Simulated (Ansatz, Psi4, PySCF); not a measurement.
C3H4BClO (SMILES C#CB(Cl)OC), singlet, at a GFN2-xTB geometry, atoms displaced at random by about 0.03 Å a coordinate. Base run: R2SCAN/6-31G, gradient in PySCF.

Here is a job for PySCF.
```python
from pyscf import gto, scf, dft

mol = gto.M(
    atom='''
B     0.10731617    0.08667913   -0.06127701
C     0.91321342    1.43727351   -0.29068221
C     1.49426594    2.43890215   -0.43651158
H     2.09212149    3.33074698   -0.52289545
Cl   -0.31317132   -0.24739529    1.46969444
O    -0.14830386   -0.63649878   -1.13760842
C    -0.93534677   -1.83016876   -1.13531802
H    -1.81622775   -1.69932826   -1.75359746
H    -0.27517283   -2.54562859   -1.58952229
H    -1.25243811   -2.15408744   -0.13926703
''',
    basis='6-31g',
    verbose=4,
)

mf = dft.RKS(mol)
mf.xc = 'r2scan'
mf.kernel()
g = mf.nuc_grad_method()
grad = g.kernel()
```

Programs used: Ansatz (an electronic-structure program), Psi4, PySCF; a row that names a program was run with it.

The coordinate followed is z of atom 7.

The base run was repeated with changes; each row names its change, and settings that it needs were set with it.

| change | dE/dx (Eh/bohr) | net force (Eh/bohr) |
|---|---|---|
| base | 0.003111 | 0.001164 |
| code = ansatz | 0.003124 | 0.000000 |
| finite difference step (bohr) = 1e-5; conv_tol = 1e-11 | 0.003132 | - |
| finite difference step (bohr) = 1e-4; conv_tol = 1e-11 | 0.003131 | - |
| finite difference step (bohr) = 0.01; conv_tol = 1e-11 | 0.003146 | - |
| density fitting = on; auxbasis_response = off | 0.003122 | 0.001841 |
| conv_tol = 1e-4 | 0.003086 | 0.001165 |
| density fitting = on | 0.003116 | 0.001164 |
| grids.level = 5; grid_response = on | 0.003124 | 0.000000 |
| conv_tol = 1e-6 | 0.003110 | 0.001164 |
| grids.level = 0; grid_response = off | [?] | 0.028066 |
| code = psi4 | 0.003140 | 0.001868 |

### Question
What belongs in the gaps?

### Answer

- grids.level = 0; grid_response = off, dE/dx (Eh/bohr): 0.001539

The net force is zero for an exact gradient.
